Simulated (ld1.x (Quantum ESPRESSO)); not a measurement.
The numbers below are computed, except where a source is named.
# Potentials for argon (Ar) compared

Generated with ld1.x 7.5 (TM, RRKJ, ultrasoft, PAW), atompaw 4.2 or ONCVPSP 4.0.1. The cutoff is in Ry: for ld1.x and atompaw files where the sum of valence levels is converged to 10 mRy in a Bessel basis, for ONCV files where the hardest occupied wave has 1 mHa per electron of residual kinetic energy. The error is the largest all-electron minus pseudo excitation energy over each file’s own four to seven test configurations (ionisations up to +4, promotions, holes and added fractions of an electron), all of which were solved. The labels leave out finer settings (local radius, basis sizes, second energies), which also bear on the numbers. Spin-polarised tests are not counted. The rows are a selection from randomly drawn settings: files with unsolved tests, undetermined cutoffs or missed reference levels are left out.

| potential | cutoff (Ry) | largest error (meV) | bound ghosts |
| --- | --- | --- | --- |
| TM, revPBE, scalar-relativistic, rc 1.25/1.35/1.45 (spd), local s, core correction no, reference 3s2 3p6 | 60 | +171 | none |
| ultrasoft, PBEsol, scalar-relativistic, rc 1.30/1.10 (sp), local smoothed, core correction yes, reference 3s2 3p5.5 | 21 | -5.2 | none |
| TM, PBEsol, scalar-relativistic, rc 0.90/1.40/1.30 (spd), local s, core correction yes, reference 3s2 3p5 | 160 | +204 | none |

Task: Fill in the row for Ar: TM, PBEsol, non-relativistic, rc 1.20/1.15 (sp), local smoothed, core correction yes, reference 3s2 3p6.

Result: cutoff 70 Ry, largest error +251 meV, bound ghosts: none.

Task: Fill in the row for Ar: TM semilocal, LDA (PZ), non-relativistic, rc 0.95/0.90/1.00 (spd), local s, core correction yes, reference 3s2 3p6.

Result: cutoff 160 Ry, largest error +278 meV, bound ghosts: none.
